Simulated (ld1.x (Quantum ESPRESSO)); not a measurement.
# Varying the ultrasoft potential for oxygen (O)

Base potential:

ld1.x (Quantum ESPRESSO) 7.5 input, shortened:

```
&input
   title='O', zed=8., rel=1, dft='PBESOL', iswitch=3,
   config='[He] 2s2 2p4'
 /
 &inputp
   pseudotype=3, tm=.true., lloc=-2, rcloc=1.75,
   nlcc=.true., new_core_ps=.true., rcore=0.65,
   which_augfun='PSQ', rmatch_augfun=0.80
 /
4
2S  1  0   2.00   0.00  0.80  0.90  0.0
2S  1  0   0.00   0.80  0.80  0.90  0.0
2P  2  1   4.00   0.00  1.85  2.30  0.0
2P  2  1   0.00   3.35  1.85  2.30  0.0
 &test
   configts(1)='2s2 2p4'
 /
```

Cutoffs, loose and tight: the cutoffs (Ry, on a coarse ladder) from which the occupation-weighted sum of valence levels, in a spherical-Bessel basis at the reference potential, stays within 10 and 1 mRy of its value at 400 Ry. They do not see the model core or the augmentation charge, which bear on the density cutoff. Test errors are all-electron minus pseudo excitation energies from the reference, over the configurations 2s2 2p3; 2s2 2p2; 2s2 2p1; 2s0 2p6; 2s1 2p4; 2s2 2p4.3; 2s2 2p0. A dash means not determined; rows that change the core or the reference have their own tests. The largest error is taken over the tests solved by every variant that gives reliable tests at all: 2s0 2p6; 2s1 2p4; 2s2 2p1; 2s2 2p2; 2s2 2p3; 2s2 2p4.3.

Cutoffs are not given where the Bessel-basis levels miss the radial ones by over 6 mRy, ghosts where they miss by over 20 mRy; a channel whose overlap is not positive is not tested.

| change | outcome | cutoff, loose | cutoff, tight | bound ghosts | largest test error (meV) |
| --- | --- | --- | --- | --- | --- |
| base | generated | 18 Ry | 40 Ry | none | -22 |
| local potential all-electron potential smoothed inside 0.90 bohr (lloc = -2) | generated | 18 Ry | 40 Ry | none | -63 |
| local potential all-electron potential smoothed inside 1.38 bohr (lloc = -2) | generated | 18 Ry | 40 Ry | none | -61 |
| local potential all-electron potential smoothed inside 1.94 bohr (lloc = -2) | generated | 18 Ry | 40 Ry | none | -24 |
| local potential all-electron potential smoothed inside 2.22 bohr (lloc = -2) | generated | 18 Ry | 40 Ry | none | -25 |
| local potential all-electron potential smoothed inside 2.68 bohr (lloc = -2) | generated | 18 Ry | 40 Ry | none | -27 |

Problem. What comes out with this change to the base: local potential all-electron potential smoothed inside 1.62 bohr (lloc = -2)?

Solution. outcome: generated, overlap not positive; bound ghosts: not determined (overlap not positive); largest test error (meV): -159. A file whose overlap is not positive is unfit for use, and its test errors describe a broken file.

Reading the sweep of the rcloc (base included, trends over the rows without a ghost): The loose cutoff stays near 18 Ry. The median size of the test errors (rows with all tests solved) is not monotonic: lowest 4.1 meV at 1.38 bohr, highest 16.6 meV at 1.75 bohr.
